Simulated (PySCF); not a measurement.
Se(iPr)(OH) (C₃H₈OSe), SMILES C(C)([Se]O)C.

Geometry optimised at PBE0-D3(BJ)/def2-SVP. One conformer was computed; it need not be the lowest.

Vertical ionisation energy (IE) and electron affinity (EA) in eV. Rows of orbital energies are one-electron estimates. Where ΔSCF, EOM or ADC give a negative EA the extra electron is unbound and the value depends on the basis.

| level | IE | EA |
|---|---|---|
| −ε(HOMO), −ε(LUMO), PBE0/def2-TZVP (PySCF) | 6.28 | 0.83 |
| −ε(HOMO), −ε(LUMO), PBE/def2-TZVP (PySCF) | 5.08 | 1.83 |
